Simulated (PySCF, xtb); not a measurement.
H5Mo, SMILES [MoH5+] (connectivity only; charge and spin as stated), charge +1, multiplicity 1.

GFN2-xTB (xtb) at its own geometry gives an orbital gap of 1.32 eV.

Geometry: B3LYP-D3(BJ)/def2-TZVPD. A frequency run showed that this geometry is not a minimum. The spin state was assumed, not searched. The def2 effective core potentials stand for the cores of Mo; spin–orbit coupling is left out.

Task: What does PySCF with CAM-B3LYP/def2-TZVPD give? (The exact figures need the calculation; the answer reports its results.)

Result: gap 7.93 eV (levels -17.68 and -9.74 eV).
